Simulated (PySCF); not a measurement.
Vertical excitations of a molecule C₂H₃Cl₂FSi from TDDFT-ωB97X/def2-SVPD (PySCF), as energy in eV (oscillator strength): 6.15 (0.000), 6.16 (0.352), 6.22 (0.000), 7.45 (0.002), 7.56 (0.011), 7.57 (0.000), 7.80 (0.009), 7.83 (0.000), 8.20 (0.019), 8.24 (0.061). Lowest triplet (TDA): 3.71 eV. Geometry: B3LYP-D3(BJ)/def2-SVP. Other conformers were not sampled.

Task: Pick the molecule that these values belong to.
(A) F/C=C\[SiH](Cl)Cl
(B) F/C(Cl)=C\[SiH2]Cl
(C) C=C[Si](F)(Cl)Cl
(D) FC([SiH3])=C(Cl)Cl

Result: D, FC([SiH3])=C(Cl)Cl
